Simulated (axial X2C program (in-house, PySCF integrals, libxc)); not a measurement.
# YS⁻: cheaper levels and CCSD(T), two-component

Calculated with an in-house all-electron X2C program for linear molecules (integrals from PySCF). Two-component (2c) means X2C with spin–orbit coupling and atomic mean-field two-electron Coulomb and Gaunt terms. Basis: Y dyall-acv3z [12s13p10d6f3g], S dyall-av3z [9s8p3d2f] (cores contracted in-house); Gaussian nuclei, density fitting, unrestricted open shells. Masses: Y 88.906 u, S 31.972 u.

State: Ω = 0 (closed shell); fragments Y + S-.

```
level  Re (Å)  ωe (cm⁻¹)
 PBE0   2.325      453.4
   HF   2.372      445.7
  MP2   2.375      433.8
 CCSD   2.381      433.9
 BLYP   2.358      424.1
```

Correlated methods: 10 electrons correlated (number of frozen shells: Y 4 s, 3 p, 1 d; S 2 s, 1 p), 326 virtual spin orbitals or spinors in MP2, 90 natural virtuals in coupled cluster.

CCSD(T), same Hamiltonian and basis:

Re = 2.386 Å, ωe = 427.7 cm⁻¹; T1 = 0.024 (Lee–Taylor normalisation).

Question: Give the differences from CCSD(T) in the columns below.

Answer: 

| level | ΔRe (Å) | Δωe (cm⁻¹) |
| --- | --- | --- |
| PBE0 | -0.061 | 26 |
| HF | -0.014 | 18 |
| MP2 | -0.011 | 6 |
| CCSD | -0.005 | 6 |
| BLYP | -0.028 | -4 |

The state is one determinant whose occupation by symmetry is held fixed; it was picked as the lowest of a PBE0 search that is not exhaustive. Closed shells are restricted here (equal orbitals for both partners); the stretched side of such a curve lies too high. De is not given where an atomic determinant may have missed its ground term or J level, or where the truncated virtual space spoils (T). CCSD and (T) use frozen natural virtuals with an MP2 correction for the truncation; (T) itself is uncorrected, so its De runs slightly low. The functionals have no current-density term, which raises determinants with orbital currents, atoms included. The outer-core s and p shells of the metal are frozen in the correlated rows, which leaves out core–valence correlation; for alkali and alkaline-earth bonds that tends to lengthen them. The highest occupied level of some functionals is positive through self-interaction error; at Hartree–Fock it is bound. With the outer-core shells frozen, correlated bond lengths of heavy atoms tend to come out a few hundredths of an ångström too long.
